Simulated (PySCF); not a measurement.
O2S2, neutral, multiplicity 1.

```xyz
4

O      0.0000    -1.5554    -0.9221
S      0.0000    -1.0132     0.4610
S      0.0000     1.0132     0.4610
O      0.0000     1.5554    -0.9221
```
Charge 0, spin multiplicity 1.

Coordinates come from a PBE0-D3(BJ)/def2-SVP optimisation. Other conformers were not sampled.

Computed with HF/pcSseg-2 run with PySCF. Non-relativistic, no solvent.

Problem. Give the absolute GIAO shielding of each atom: isotropic value and principal components (ppm). (An estimate is asked for; the answer gives what the named calculation found.)

Solution. 
| atom | σ(iso) | σ11 | σ22 | σ33 | span |
|---|---|---|---|---|---|
| O1 | -532.8 | -1829.8 | -167.4 | 398.7 | 2228.6 |
| S2 | -1159.4 | -3286.9 | -273.5 | 82.3 | 3369.2 |
| S3 | -1159.4 | -3286.9 | -273.5 | 82.3 | 3369.2 |
| O4 | -532.8 | -1829.8 | -167.4 | 398.7 | 2228.6 |
